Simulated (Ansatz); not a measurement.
Total energies of the cluster Al₃P₂⁺ from Ansatz at PBE-D4/def2-TZVP, gas phase (1 Eh = 27.2114 eV = 2625.5 kJ/mol). The reference geometry is relaxed at PBE-D4/def2-SVP.

```tsv
atom	x (Å)	y (Å)	z (Å)
Al1	2.5708	-0.2403	-0.2148
Al2	-1.7570	0.6226	2.1342
Al3	0.3992	-0.6563	-1.8895
P4	-1.3935	-0.5041	-0.2874
P5	0.1805	0.7781	0.2575
```

```json
{"state": "charge 1 singlet", "geometry": "reference", "energy (Eh)": "-1409.11144"}
{"state": "charge 0 doublet", "geometry": "reference", "energy (Eh)": "-1409.34247"}
{"state": "charge 1 triplet", "geometry": "relaxed at PBE-D4/def2-SVP", "energy (Eh)": "-1409.10157"}
{"state": "charge 1 quintet", "geometry": "relaxed at PBE-D4/def2-SVP", "energy (Eh)": "-1409.04751"}
```

Q: Work out the vertical electron affinity, to the doublet.

A: E(charge 1 singlet) − E(charge 0 doublet) = -1409.11144 − (-1409.34247) = 0.23103 Eh = 6.29 eV.

Q: Which of the charge 1 states is lowest, and how far above it are the others?

A: The singlet. triplet: -1409.10157 − (-1409.11144) = 0.00987 Eh = 25.9 kJ/mol; quintet: -1409.04751 − (-1409.11144) = 0.06393 Eh = 167.8 kJ/mol. The triplet differs in its bonds from the reference.

The structure comes from a short search, and lower isomers may exist.
